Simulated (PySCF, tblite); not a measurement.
Isomers of C2H10OPSi3 (doublet state), one GFN2-xTB conformer each. Single-point energies are computed at B3LYP/pcH-1 (PySCF, gas phase, no added dispersion term), electronic only. GFN2-xTB treats the open shell by occupation alone, and not every SCF solution was tested for stability.

```
                           SMILES  GFN2-xTB relative energy (kJ/mol)
[H]/[C]=C\[Si@]([SiH3])(P)[SiH2]O                               96.8
        C=C[Si@]([SiH3])(P)[SiH]O                                0.0
```

Conformers: `[H]/[C:1]=[CH:2]\[Si@:3]([SiH3:4])([PH2:5])[SiH2:6][OH:7]` (doublet state) with C1–C2–Si3–Si4 -19°, C2–Si3–P5–H 166° and 73°, C2–Si3–Si6–O7 144°, Si3–Si6–O7–H -59°; `[CH2:1]=[CH:2][Si@:3]([SiH3:4])([PH2:5])[SiH:6][OH:7]` (doublet state) with C1–C2–Si3–Si4 96°, C2–Si3–P5–H -32° and 60°, C2–Si3–Si6–O7 161°, Si3–Si6–O7–H -49°.

Task: What does B3LYP/pcH-1 give for the same structures?

Result: 
| SMILES | B3LYP/pcH-1 E (Eh) | B3LYP/pcH-1 (kJ/mol) | GFN2-xTB (kJ/mol) | point group |
| --- | --- | --- | --- | --- |
| C=C[Si@]([SiH3])(P)[SiH]O | -1367.31352 | 0.0 | 0.0 | C1 |
| [H]/[C]=C\[Si@]([SiH3])(P)[SiH2]O | -1367.28028 | 87.3 | 96.8 | C1 |

Both levels put the same isomer lowest. 

Task: What happens when harmonic zero-point energies from GFN2-xTB frequencies are added?

Result: 
```
                           SMILES  ZPE (kJ/mol)  electronic (kJ/mol)  with ZPE (kJ/mol)
        C=C[Si@]([SiH3])(P)[SiH]O         275.1                  0.0                0.0
[H]/[C]=C\[Si@]([SiH3])(P)[SiH2]O         261.0                 87.3               73.2
```

The zero-point energies span 14.1 kJ/mol. The order is unchanged.
